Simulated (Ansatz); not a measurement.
Single points on Eu(NH2)3 (EuN3H6).

```yaml
crystal:
  periodic: [false, false, false]
  atoms:
    - {symbol: Eu, position_ang: [-0.000010, 0.001193, 0.009920]}
    - {symbol: N, position_ang: [2.226512, 0.441145, -0.009000]}
    - {symbol: H, position_ang: [2.969696, -0.089501, -0.472746]}
    - {symbol: H, position_ang: [2.724873, 1.215567, 0.439046]}
    - {symbol: N, position_ang: [-1.496326, 1.707892, -0.001564]}
    - {symbol: H, position_ang: [-2.410688, 1.751011, 0.457777]}
    - {symbol: H, position_ang: [-1.417858, 2.614647, -0.471196]}
    - {symbol: N, position_ang: [-0.730073, -2.147825, 0.016502]}
    - {symbol: H, position_ang: [-0.305391, -2.960324, 0.472926]}
    - {symbol: H, position_ang: [-1.560736, -2.533815, -0.441665]}
basis:
  gaussian: {orbitals: def2-TZVP, initial_orbitals: start.molden}
magnetization: {spin_polarized: true, initial_magnetization: 6}
hamiltonian: {xc: pbe}
correlation: {method: rpa}
scf: {omitted_lower_state_checks: [starts]}
```

The file start.molden holds the orbitals of an earlier run on this structure, at another level or in another basis.

```sh
$ ansatz run in.yaml --threads 4 --pin off --events-out ev --progress --plain --max-ram 8704MiB
```

Shortened log:

```
Functional definition: PBE
  name "PBE"
  cite "Perdew, Burke & Ernzerhof, Phys. Rev. Lett. 77, 3865 (1996) doi:10.1103/PhysRevLett.77.3865"
  parent pbe
  parameter kappa = 0.804
  parameter beta = 0.06672455060314922
  exchange = pbe_x(kappa = kappa, mu = beta*pi^2/3)
  correlation = pbe_c(beta = beta)
these checks for a lower state are left out or cut short: starts
basis functions trapped inside cores are left out: 1
1651 factors; integrals over basis functions are off by at most 1.2e-3 eV
mean field evaluation 1: about -23897.4924 eV, gradient 8.0e0 eV
mean field evaluation 2: about -23897.8685 eV, gradient 1.4e0 eV
mean field evaluation 4: about -23897.8687 eV, gradient 7.3e-2 eV
mean field evaluation 8: about -23897.8687 eV, gradient 1.9e-5 eV
mean field -23897.86871301 eV, -878.2304766460 hartree, gradient 2.2e-6 eV, S^2 12.412335; 0 other end points of the search recorded, 0 dependent functions left out
7 core orbitals not correlated: weight in the atoms' cores, before any rotation towards them, 1.000 or more for the frozen orbitals, at most 0.000 for the correlated occupied ones
reference -23814.25479915 eV, -875.1577219872 hartree; 27, 21 occupied and 187, 193 virtual orbitals, 1651 factors
Total energy: -23878.48911490 eV, -877.5182895513 hartree
Checks for a lower state left out: starts
```

It took 8.5 s on 4 threads of Intel Xeon 6975P-C on a shared host, peak host memory 0.82 GiB.

First input, but with `hamiltonian: {xc: {name: BLYP}, dispersion: d4}`, `output: {orbitals: {seedname: orbitals}}` and without the key `correlation` (abridged; 3.4 s):

```
Functional definition: BLYP
basis functions trapped inside cores are left out: 1
mean field -23899.85408385 eV, -878.3034376784 hartree, gradient 8.6e-6 eV, S^2 12.386979
Total energy: -23900.13503934 eV, -878.3137626025 hartree
Checks for a lower state left out: starts
```

The first input with `hamiltonian: {xc: pbe0, dispersion: d4}`, `output: {orbitals: {seedname: orbitals}}` and without the key `correlation` (abridged; 14 s):

```
Functional definition: PBE0
basis functions trapped inside cores are left out: 1
mean field -23895.26289039 eV, -878.1347144311 hartree, gradient 8.5e-6 eV, S^2 12.216034
Total energy: -23895.38028823 eV, -878.1390287218 hartree
Checks for a lower state left out: starts
```

The first input with `gaussian: {orbitals: def2-SVP, initial_orbitals: start.molden}`, `correlation: {method: ccsd_t}`, `scf: {omitted_lower_state_checks: [starts, cluster_reference]}`, `output: {orbitals: {seedname: orbitals}}` and without the key `hamiltonian` (abridged; 85 s):

```
Functional definition: HF
basis functions trapped inside cores are left out: 1
mean field evaluation 16: about -23813.2015 eV, gradient 2.8e-2 eV
mean field -23813.20238618 eV, -875.1190465239 hartree, gradient 2.5e-6 eV, S^2 12.010956
7 core orbitals not correlated: weight in the atoms' cores, before any rotation towards them, 1.000 or more for the frozen orbitals, at most 0.000 for the correlated occupied ones
second order -36.83985930 eV of doubles, -0.00000000 eV of singles
cycle   1  -35.47053890 eV  change     1.4e0 eV  update   1.5e-1
cycle   2  -36.50969057 eV  change    -1.0e0 eV  update   4.3e-2
cycle   3  -36.74314853 eV  change   -2.3e-1 eV  update   2.8e-2
cycle   4  -36.71565495 eV  change    2.7e-2 eV  update   8.7e-3
cycle   5  -36.71159768 eV  change    4.1e-3 eV  update   4.9e-3
cycle   6  -36.71465253 eV  change   -3.1e-3 eV  update   2.0e-3
cycle   7  -36.71432746 eV  change    3.3e-4 eV  update   1.1e-3
cycle   8  -36.71489767 eV  change   -5.7e-4 eV  update   5.1e-4
cycle   9  -36.71527526 eV  change   -3.8e-4 eV  update   2.9e-4
cycle  10  -36.71523760 eV  change    3.8e-5 eV  update   1.1e-4
cycle  11  -36.71512968 eV  change    1.1e-4 eV  update   5.2e-5
cycle  12  -36.71522259 eV  change   -9.3e-5 eV  update   3.0e-5
cycle  13  -36.71519979 eV  change    2.3e-5 eV  update   1.7e-5
perturbative correction -0.98117508 eV, -0.0360575191 hartree
Total energy: -23850.89876105 eV, -876.5043627488 hartree
Checks for a lower state left out: starts, cluster_reference
```

As the first input, with `hamiltonian: {xc: r2scan, dispersion: d4}`, `output: {forces: true, orbitals: {seedname: orbitals}}` and without the key `correlation` (abridged; 14 s):

```
Functional definition: r2SCAN
basis functions trapped inside cores are left out: 1
mean field evaluation 16: about -23899.1287 eV, gradient 5.4e-6 eV
mean field -23899.12867007 eV, -878.2767792139 hartree, gradient 5.4e-6 eV, S^2 12.348657
Total energy: -23899.16430879 eV, -878.2780889126 hartree
Atom 0 force     0.000200    -0.000903    -0.001272 eV/Å
Atom 1 force     0.237152     0.046259    -0.005176 eV/Å
Atom 2 force    -0.227479     0.081350     0.125940 eV/Å
Atom 3 force    -0.184456    -0.162361    -0.119770 eV/Å
Atom 4 force    -0.159906     0.180774    -0.002947 eV/Å
Atom 5 force     0.231241    -0.077434    -0.122816 eV/Å
Atom 6 force     0.046335    -0.237324     0.126737 eV/Å
Atom 7 force    -0.077504    -0.228068    -0.002253 eV/Å
Atom 8 force    -0.048950     0.238855    -0.121753 eV/Å
Atom 9 force     0.183367     0.158852     0.123310 eV/Å
Dipole moment:    -0.000210     0.000277     0.003578 e Å
Checks for a lower state left out: starts
```

The first input with `hamiltonian: {xc: {name: B97M-V}}`, `output: {orbitals: {seedname: orbitals}}` and without the key `correlation` (abridged; 34 s):

```
Functional definition: B97M-V
basis functions trapped inside cores are left out: 1
mean field evaluation 16: about -23890.6523 eV, gradient 6.3e-6 eV
mean field -23890.65226202 eV, -877.9652769634 hartree, gradient 6.3e-6 eV, S^2 12.339954
Total energy: -23890.65239398 eV, -877.9652818130 hartree
Checks for a lower state left out: starts
```

First input, but with `hamiltonian: {xc: {name: wB97X-V}}`, `output: {orbitals: {seedname: orbitals}}` and without the key `correlation` (abridged; 44 s):

```
Functional definition: wB97X-V
basis functions trapped inside cores are left out: 1
mean field -23897.89850347 eV, -878.2315714252 hartree, gradient 9.2e-6 eV, S^2 12.109607
Total energy: -23897.89849926 eV, -878.2315712702 hartree
Checks for a lower state left out: starts
```

Geometry: r2SCAN-D4/def2-SVP.

In the def2 sets Eu takes a core potential; there is no spin–orbit coupling. Correlated methods freeze 7 core orbitals; core or outer-core shells of Eu are correlated, in sets that lack core-valence functions. With an open 4f shell the SCF may have ended on a state above the lowest. At RPA@PBE/def2-TZVP, BLYP-D4/def2-TZVP, PBE0-D4/def2-TZVP, r2SCAN-D4/def2-TZVP and others the charge 0 septet is spin-contaminated (final ⟨S²⟩ up to 12.41, 12.00 for a pure state).
